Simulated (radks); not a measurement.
Results of a calculation; reference values are marked as such.
Effect of the nuclear size on the copper ion Cu+, [Ar] 3d10. Level of theory: Dirac Kohn-Sham, relativistic LDA (MacDonald-Vosko exchange, VWN5 correlation), spin-unpolarised, spherical densities, finite nucleus; Fermi nuclear charge, rms radius 3.8823 fm (a radial shooting solver on a logarithmic mesh with Libxc functionals). The rms radius is varied about that value; shifts are against it.

rms radius (fm)  total energy shift (eV)  density at nucleus (e/bohr^3)  1s1/2 shift (meV)  2s1/2 shift (meV)  3s1/2 shift (meV)
3.3931                           -0.0458                      2.213e+04              -19.4              -1.84             -0.279
3.7464                           -0.0133                      2.201e+04              -5.65             -0.536             -0.081
3.8823                                 0                      2.197e+04              0.000              0.000              0.000
4.0725                            0.0194                      2.192e+04               8.22              0.780              0.118
4.3792                            0.0525                      2.183e+04               22.3               2.11              0.319

Slopes of the eigenvalues against <r^2> in GHz/fm^2, as finite differences over the two radii next to the reference (eigenvalue slopes, not the field-shift constants of lines): 1s1/2 1310, 2s1/2 125, 3s1/2 18.9.
